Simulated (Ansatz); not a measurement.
Consider the redistribution: `F[SiH2][AlH2]` + `OB[SiH]1C[SiH2]1` → `F[SiH2][SiH]1C[SiH2]1` + `O[BH][AlH2]`.

Gas-phase electronic energies from Ansatz, PBE0-D4/def2-TZVP geometries. CCSD(T)/CBS adds triple-zeta CCSD(T) − MP2 to the extrapolated MP2 energy (def2 sets, frozen cores). DFT in def2-TZVPP. B3LYP here is the variant with VWN-RPA as its local correlation; programs differ in this. Each species was taken in one conformer, which may not be the lowest.

`F[SiH2][AlH2]`:

```xyz
7

F     1.342    1.481    0.942
Si    1.018    0.209    0.005
Al   -1.396   -0.304   -0.021
H     1.543    0.525   -1.355
H     1.832   -0.931    0.520
H    -2.444    0.550    0.810
H    -1.894   -1.529   -0.902
```

`OB[SiH]1C[SiH2]1`:

Cartesian coordinates in Å:
```
O -0.964 -1.584 1.490
B -0.227 -0.509 1.856
Si 0.206 0.837 0.445
C -0.656 0.661 -1.250
Si 1.105 0.042 -1.479
H -1.091 -2.224 2.196
H 0.184 -0.420 2.984
H 0.556 2.224 0.841
H -1.458 -0.074 -1.287
H -0.925 1.582 -1.761
H 1.986 0.878 -2.328
H 1.284 -1.411 -1.707
```

`F[SiH2][SiH]1C[SiH2]1`:

Cartesian coordinates in Å:
```
F 1.004 0.989 2.953
Si 0.348 1.451 1.561
Si -0.715 -0.277 0.448
C 0.405 -1.435 -0.578
Si -0.472 -0.295 -1.798
H -0.594 2.559 1.864
H 1.445 1.948 0.689
H -1.899 -0.918 1.073
H 0.110 -2.482 -0.593
H 1.480 -1.327 -0.453
H 0.366 0.715 -2.485
H -1.478 -0.928 -2.681
```

`O[BH][AlH2]`:

Z-matrix (Å, degrees):
```
B
Al 1 2.147
O 1 1.358 2 119.1
H 1 1.212 2 123.6 3 -180.0
H 2 1.595 1 121.6 3 91.6
H 2 1.595 1 121.6 3 -90.9
H 3 0.962 1 113.8 2 -180.0
```

```csv
level,ΔE (kJ/mol),difference from CCSD(T)/CBS
PBE-D4,20.7,3.5
PBE0-D4,19.3,2.1
B3LYP-D4,18.8,1.6
ωB97X-V,17.0,-0.2
ωB97M-V,16.0,-1.2
B2PLYP,18.8,1.6
PBE,21.3,4.1
B3LYP,19.9,2.7
MP2/def2-TZVPP,17.4,0.2
SCS-MP2/def2-TZVPP,16.8,-0.4
CCSD/def2-TZVPP,17.8,0.6
HF/def2-QZVPP,17.1,-0.1
MP2/def2-QZVPP,16.9,-0.3
SCS-MP2/def2-QZVPP,16.3,-0.9
HF/CBS(def2),17.0,-0.2
MP2/CBS(def2),16.6,-0.6
CCSD(T)/CBS,17.2,0
```

Largest T1 diagnostic among the species: 0.015.
